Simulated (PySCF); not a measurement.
**Polarisability and C₆ of N²⁺ (nitrogen, charge +2)**

[He] 2s2 2p1, 2P determinant. Calculation: PySCF 2.14, in dyall-av3z; the non-relativistic Hamiltonian (point nucleus). Coupled (time-dependent) response in atomic units; α is the mean over directions.

```tsv
method	mean α (bohr³)	α xx, yy, zz	C₆ (like pair)	S(−4)
UHF	2.714	2.824, 2.492, 2.824	3.841	9.205
PBE	2.587	2.700, 2.362, 2.700	3.670	6.893
PBE0	2.601	2.716, 2.370, 2.716	3.688	7.087
wB97M-V	2.590	2.718, 2.335, 2.718	3.701	6.517
TPSSh	2.623	2.737, 2.395, 2.737	3.780	7.194
```

S(−4) is the Cauchy moment in α(ω) = α(0) + S(−4) ω² + …

α(iu) at wB97M-V:

| u (hartree) | α(iu) (bohr³) |
| --- | --- |
| 0 | 2.590 |
| 0.0500 | 2.574 |
| 0.100 | 2.527 |
| 0.200 | 2.360 |
| 0.300 | 2.135 |
| 0.500 | 1.677 |
| 0.750 | 1.235 |
| 1.00 | 0.9383 |
| 1.50 | 0.5917 |
| 2.00 | 0.4063 |
| 3.00 | 0.2253 |
| 5.00 | 0.09947 |

For an ion, C₆ is the dispersion term alone; charge-induced terms of lower order in 1/R come first.

The components differ because the open shell of this determinant is not spherical; for a pure term their mean is the scalar polarisability.
